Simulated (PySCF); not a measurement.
A side-by-side comparison of computed properties.

First species: C₆H₁₂S.
SMILES: `SCC[C@@H](C)C=C`

Second species: C₅H₄NP₃.
Atom-mapped SMILES: `[CH3:1][c:2]1[p:3][cH:4][p:5][c:6]([C:7]#[N:8])[p:9]1` (hydrogens: H10, H11, H12 on C1; H13 on C4)

Cartesian coordinates in Å at the GFN2-xTB level; atoms count from 1:
```xyz
13
C5H4NP3 angstrom
C     -2.4187   -0.5339   -0.0848
C     -0.9939   -0.0323   -0.0397
P     -0.8500    1.7018   -0.1595
C      0.8437    2.0581   -0.1142
P      2.2983    1.1408    0.0234
C      1.7523   -0.5221    0.1286
C      2.8132   -1.4429    0.2531
N      3.6790   -2.1910    0.3535
P      0.1851   -1.3053    0.1159
H     -3.1242    0.2901    0.0170
H     -2.6188   -1.0334   -1.0341
H     -2.6070   -1.2563    0.7095
H      1.0367    3.1269   -0.1864
```

Levels: PBE0/def2-SVPD for dipole moment, HOMO energy, LUMO energy, HOMO–LUMO gap, static isotropic polarisability and electronic spatial extent ⟨r²⟩ about the centre of nuclear charge; TDDFT PBE0/def2-SVPD for lowest singlet excitation; TDA PBE0/def2-SVPD for lowest triplet excitation (Tamm–Dancoff); GFN2-xTB for rotational constant A and rotational constant C. Geometries: GFN2-xTB. All species are isolated and taken at one optimised geometry, non-relativistic unless stated; the electronic structure was computed with PySCF and density fitting.

The conformers computed, where there is a choice (atom-mapped SMILES and torsion angles):
- `[CH2:1]=[CH:2][C@H:3]([CH3:4])[CH2:5][CH2:6][SH:7]`: C1–C2–C3–C4 -118°, C2–C3–C5–C6 -63°, C3–C5–C6–S7 177°, H–S7–C6–C5 62°

Which has the higher ⟨r²⟩?

The second: 1834 bohr² against 1403 bohr², a difference of 431 bohr².

Which of the two has the higher rotational constant A, and by how much?

The first: 3.612 GHz against 1.687 GHz, a difference of 1.925 GHz.

Which has the higher S1 energy?

The first: 5.49 eV against 3.41 eV, a difference of 2.08 eV.

Which has the higher LUMO energy?

The first: 0.15 eV against -3.35 eV, a difference of 3.50 eV.

Which of the two has the higher dipole moment, and by how much?

The second: 5.15 D against 1.94 D, a difference of 3.21 D.

Which of the two has the higher HOMO energy, and by how much?

The first: -6.73 eV against -7.81 eV, a difference of 1.08 eV.

Which has the higher rotational constant C?

The first: 0.825 GHz against 0.568 GHz, a difference of 0.257 GHz.

Which of the two has the higher T1 energy, and by how much?

The first: 4.48 eV against 2.43 eV, a difference of 2.05 eV.

On the first: S1 lies 1.39 eV below the HOMO–LUMO gap; its leading configuration is HOMO→LUMO+1, weight 0.69. The dipole equals about 6.5 × 10⁻³⁰ C·m (1 D = 3.33564 × 10⁻³⁰ C·m).

On the second: The 8 singlets span 3.41 to 4.61 eV, and their oscillator strengths add up to 0.64. The vertical singlet–triplet gap S1 − T1 is 0.98 eV (TDDFT singlet less Tamm–Dancoff triplet; S1: HOMO−1→LUMO, weight 0.85; T1: HOMO→LUMO, weight 0.50). GFN2-xTB frequencies show an imaginary mode (36i cm⁻¹), so this geometry is no minimum at that level.
